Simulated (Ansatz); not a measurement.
Species: C3H9IO3Si, net charge 0, singlet state. 
Geometry from a B3LYP-D3(BJ)/def2-TZVP (Ansatz, a first-principles code) optimisation:
SMILES: CO[Si](OC)(I)OC
```xyz
17

C      2.7024    -0.7072     0.9720
O      1.5832     0.0463     1.4249
Si     0.0477    -0.1305     0.9494
I     -0.0756     0.2069    -1.5044
O     -0.4735    -1.6209     1.2989
C     -1.7538    -2.1635     0.9956
O     -0.8887     0.9696     1.6760
C     -0.7708     2.3841     1.5715
H      3.5846    -0.3257     1.4832
H      2.5769    -1.7654     1.2093
H      2.8340    -0.5928    -0.1064
H     -1.9288    -2.1603    -0.0827
H     -1.7707    -3.1899     1.3584
H     -2.5421    -1.5928     1.4902
H      0.1984     2.7195     1.9455
H     -0.8879     2.7057     0.5341
H     -1.5620     2.8258     2.1751
```
Charge 0, spin multiplicity 1.

Basis-set convergence of Hartree-Fock and CCSD(T) correlation energies (hartree) with Ansatz. Correlated levels leave the core frozen unless marked. No spin-orbit coupling. Frozen are the shells of the preceding noble gas and the d and f shells that filled before the atom's block. In def2 rows, elements after Kr have scalar-relativistic effective core potentials.

| basis | functions | E(HF) | E(corr, CCSD(T)) |
|---|---|---|---|
| def2-SVP | 173 | -928.82001 | -1.25897 |
| def2-TZVPP | 404 | ___ | ___ |

**Question.** Some entries are withheld; supply them.

**Answer.** 
- def2-TZVPP, E(HF): -929.36238
- def2-TZVPP, E(corr, CCSD(T)): -1.59369
